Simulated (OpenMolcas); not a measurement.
A calculation on neutral hafnium.

```yaml
Program: OpenMolcas 26.06
Method: "SS-CASPT2, IPEA 0.25 Eh, imaginary shift 0.1 Eh (closed shells correlated: 5s 5p)"
Basis: ANO-RCC-VTZP [8s7p5d3f2g1h]
Scalar_Hamiltonian: DKH2, point nucleus
Active_space: 4 electrons in 11 orbitals (5d 6s 6d)
State_averaging: 2S+1 = 3 even, 35 roots (19 in the spin-orbit step); 2S+1 = 5 even, 10 roots kept (CI in the orbitals of an earlier block); 2S+1 = 1 even, 14 roots kept (CI in the orbitals of an earlier block)
Spin-orbit_coupling: RASSI with atomic mean-field integrals over the reference wave functions, term energies averaged over their components
```

Which level of the active space comes out lowest?

5d² 6s² ³F₂, with 91 % of that term; it is also the measured ground level.

How high does 5d² 6s² ³P₀ lie?

0.671 eV above the lowest level; measured 0.6846 eV above the ground level, so the calculation is off by -2 %.

How high does 5d² 6s² ¹G₄ lie?

1.454 eV above the lowest level; measured 1.3059 eV above the ground level, so the calculation is off by +11 %.

How high does 5d³ 6s ⁵F₂ lie?

1.742 eV above the lowest level.

The level at 1.150 eV has J = 2. What is it made of, and what is its g factor?

50 % 5d² 6s² ¹D₂, 47 % 5d² 6s² ³P, 3 % 5d² 6s² ³F; g = 1.228, against 1.000 from Landé's formula for the pure leading term.

Measured values: NIST Handbook of Basic Atomic Spectroscopic Data.

Term energies are means over components that CASPT2 splits; among the terms shown or strongly mixed into the levels shown the widest spread is 580 cm-1 (5d² 6s² ¹G). Some high roots are left out of the spin-orbit mixing, which shifts the levels that they would mix with. Terms from blocks run as CI alone lack orbitals of their own. Active for correlation alone: 6d; no level in the range computed is led by a configuration that fills it, so any true level of that kind is missing. Computed and measured levels are paired by configuration, term and J; levels that our copy of the source lacks, or whose pairing is in doubt (as where it misses far off the trend of its configuration), stay unpaired and out of the deviations. Only configurations of the active space appear.
